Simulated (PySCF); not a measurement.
# Radial density of Ge⁻ (germanium, charge -1)

LC-wPBE, [Ar] 3d10 4s2 4p3, high-spin 4S determinant. All numbers are calculated (PySCF 2.14, no relativity, point nucleus, in dyall-av2z).

| r (bohr) | 4πr²ρ (e/bohr) | 4πr²(ρα − ρβ) |
| --- | --- | --- |
| 0.000763 | 0.1568 | 0.0000 |
| 0.00128 | 0.4295 | 0.0000 |
| 0.00216 | 1.149 | -0.0001 |
| 0.00363 | 2.958 | -0.0002 |
| 0.00611 | 7.139 | -0.0004 |
| 0.0103 | 15.49 | -0.0008 |
| 0.0173 | 28.09 | -0.0009 |
| 0.0291 | 38.21 | 0.0022 |
| 0.0489 | 35.47 | 0.0160 |
| 0.0823 | 32.53 | 0.0425 |
| 0.138 | 44.93 | 0.0351 |
| 0.233 | 32.16 | -0.0178 |
| 0.392 | 24.77 | 0.0680 |
| 0.659 | 24.83 | 0.0221 |
| 1.11 | 6.962 | 0.1308 |
| 1.86 | 2.445 | 0.8542 |
| 3.13 | 1.202 | 0.8230 |
| 5.27 | 0.2632 | 0.2415 |
| 8.87 | 0.01668 | 0.0165 |
| 14.9 | 0.0001996 | 0.0002 |

(1) Where is the radial spin density 4πr²(ρα − ρβ) most negative, and why is it negative at all?

## Answers

(1) Around r = 0.233 bohr, down to -0.0178 e/bohr: exchange with the open shell polarises the paired shells in an unrestricted calculation.
